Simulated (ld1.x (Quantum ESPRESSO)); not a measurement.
# PBE TM dataset for iridium, fully relativistic all-electron reference.

ld1.x (Quantum ESPRESSO) 7.5 input, shortened:

```
&input
   title='Ir', zed=77., rel=2, dft='PBE', iswitch=3,
   config='[Xe] 4f14 5d7 6s2 6p0', rel_dist='average'
 /
 &inputp
   pseudotype=2, tm=.true., lloc=0,
   nlcc=.true.
 /
3
5P  2  1   6.00   0.00  1.40  1.40  0.0
5D  3  2   7.00   0.00  2.15  2.15  0.0
6S  1  0   2.00   0.00  2.00  2.00  0.0
 &test
   configts(1)='5p6 5d7 6s2 6p0'
 /
```

Open shells are filled in proportion to 2j + 1 (rel_dist='average').

Estimate the cutoffs (Ry, on a coarse ladder) from which the occupation-weighted sum of valence levels, in a spherical-Bessel basis at the reference potential, stays within 10 and 1 mRy of its value at 400 Ry.

90 Ry and 120 Ry.

Does the potential have ghost states?

No extra level below or beside the all-electron valence levels (p1/2, p3/2, d3/2, d5/2, s, f tested).

Which valence shell sets the plane-wave cutoff?

5p: its level needs 100 Ry to come within 1 mRy, against 40 Ry for 5d.

Tests: 5p6 5d7 6s1 6p0; 5p6 5d7 6s0 6p0; 5p6 5d6 6s0 6p0; 5p6 5d7 6s0 6p1; 5p6 5d7.5 6s1.5 6p0; 5p6 5d7 6s0 6p2; 5p6 5d7 6s1 6p1. Which has the largest error in its energy relative to the reference configuration, and how large is it?

5p6 5d7 6s0 6p2, with -1388 meV (all-electron minus pseudo) on +10.89 eV.
